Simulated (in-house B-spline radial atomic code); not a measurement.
## Te: [Ar] 3d9 4s2 4p6 4d10 5s2 5p4 6d1 (an excited or competing configuration)

All numbers are computed (non-relativistic BLYP, spin-polarised, spherical fractional occupations; point nucleus) with a B-spline radial code for spherical atoms, not measured.

Effective charges: Z_r = [3n² - l(l+1)]/(2<r>) from the radius, Z_e = n√(-2ε) from the energy, and Slater's rules. Values are occupation-weighted means over spin.

```tsv
shell	electrons	ε (eV)	<r> (bohr)	Z_r	Z_e	Slater
1s	2	-30455	0.02924	51.30	47.31	51.70
2s	2	-4604.8	0.126	47.63	36.79	47.85
2p	6	-4325.1	0.1073	46.59	35.66	47.85
3s	2	-942.15	0.3336	40.47	24.96	40.75
3p	6	-825.96	0.3237	38.61	23.37	40.75
3d	9	-611.73	0.2934	35.78	20.12	31.20
4s	2	-170.27	0.7798	30.78	14.15	25.10
4p	6	-129.38	0.814	28.26	12.34	25.10
4d	10	-59.748	0.9188	22.86	8.38	13.85
5s	2	-21.856	2.017	18.59	6.34	7.95
5p	4	-13.011	2.362	15.45	4.89	7.95
6d	1	-0.64482	13.51	3.78	1.31	1.00
```

The least bound orbital is 6d up at -0.6448 eV, and it is also the most diffuse (<r> = 13.51 bohr). The part-filled 3d shell lies below the filled 5s shell in orbital energy.
